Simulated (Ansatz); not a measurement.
Input for Ansatz (an electronic-structure program): R-PBE/def2-TZVPPD on CHClO2 (a complex), monomers drawn apart or pushed together. Files ending in .json are basis or fitting sets from the Basis Set Exchange.

Ansatz 0.2 input:
```yaml
crystal:
  periodic: [false, false, false]
  atoms:
    - {symbol: Cl, position_ang: [-0.86779556, 1.14722375, 0.28731765]}
    - {symbol: H, position_ang: [-0.15375625, 0.37126615, 1.02104946]}
    - {symbol: O, position_ang: [0.64926193, -0.57800533, 2.54291678]}
    - {symbol: C, position_ang: [0.48433599, -0.54385388, 3.69273113]}
    - {symbol: O, position_ang: [0.32349422, -0.51315530, 4.83775284]}
basis:
  gaussian:
    orbitals: def2-TZVPPD.json
hamiltonian:
  xc: {name: PBE}
scf: {lower_state_search: off}
```

### Question
What total energy does the run end on?

### Answer
-649.1106 hartree.
